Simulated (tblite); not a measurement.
Species: C9H8OSi.
Numbering: `[O:1]=[CH:2][c:3]1[cH:4][cH:5][cH:6][c:7]([C:8]#[C:9][SiH3:10])[cH:11]1` (hydrogens: H12 on C2; H13 on C4; H14 on C5; H15 on C6; H16, H17, H18 on Si10; H19 on C11)

The geometry is computed with GFN2-xTB (gas phase).

Problem. List the bond lengths, angles and torsions at this level.

Solution. 
| bond | length (Å) | order |
| --- | --- | --- |
| O1=C2 | 1.204 | double |
| C2–C3 | 1.468 | single |
| C3–C4 | 1.397 | aromatic |
| C4–C5 | 1.382 | aromatic |
| C5–C6 | 1.384 | aromatic |
| C6–C7 | 1.398 | aromatic |
| C7–C8 | 1.416 | single |
| C8≡C9 | 1.209 | triple |
| C9–Si10 | 1.847 | single |
| C7–C11 | 1.393 | aromatic |
| C3–C11 | 1.391 | aromatic |
| C2–H12 | 1.109 | single |
| C4–H13 | 1.079 | single |
| C5–H14 | 1.080 | single |
| C6–H15 | 1.080 | single |
| Si10–H16, Si10–H17, Si10–H18 | 1.464 | single |
| C11–H19 | 1.081 | single |

Bonds in one row agree within 0.01 Å and their mean is given. Orders are formal, as drawn. A selection of angles:
| angle | degrees |
| --- | --- |
| O1–C2–C3 | 125.2 |
| O1–C2–H12 | 121.0 |
| C3–C2–H12 | 113.8 |
| C2–C3–C4 | 119.7 |
| C2–C3–C11 | 120.5 |
| C4–C3–C11 | 119.8 |
| C3–C4–C5 | 120.1 |
| C3–C4–H13 | 118.5 |
| C5–C4–H13 | 121.4 |
| C4–C5–C6 | 120.2 |
| C4–C5–H14 | 120.1 |
| C6–C5–H14 | 119.8 |
| C5–C6–C7 | 120.3 |
| C5–C6–H15 | 120.6 |
| C7–C6–H15 | 119.1 |
| C6–C7–C8 | 120.1 |
| C6–C7–C11 | 119.6 |
| C8–C7–C11 | 120.4 |
| C7–C8–C9 | 179.9 |
| C8–C9–Si10 | 180.0 |
| C9–Si10–H16 | 107.9 |
| H16–Si10–H17 | 111.0 |
| C7–C11–H19 | 119.7 |
| C3–C11–C7 | 120.0 |
| C3–C11–H19 | 120.3 |

Dihedral angles: O1–C2–C3–C4 0° (synperiplanar). The mirror-image conformer, all signs reversed, is as good.

The C–C distances run from 1.209 Å (C8≡C9, drawn triple) to 1.468 Å (C2–C3, drawn single), a spread of 0.259 Å. The 11 heavy atoms lie in one plane (0.001 Å rms). The 6-membered ring C3–C4–C5–C6–C7–C11 has internal angles of 119.6° to 120.3°; it is planar, 0.00 Å rms from its mean plane, widest ring torsion 0°. Of the pairs four or more bonds apart, O1···H13 is among the closest relative to their van der Waals radii: 2.56 Å, 94 % of the sum of Bondi's values. Si10 (SiH3 silicon) is tetrahedral (angles from 107.9° to 111.0°).

Point group: C1 (no symmetry element, even within 0.4 Å). GFN2-xTB frequencies show an imaginary mode (30i cm⁻¹), so the point is no minimum at that level.
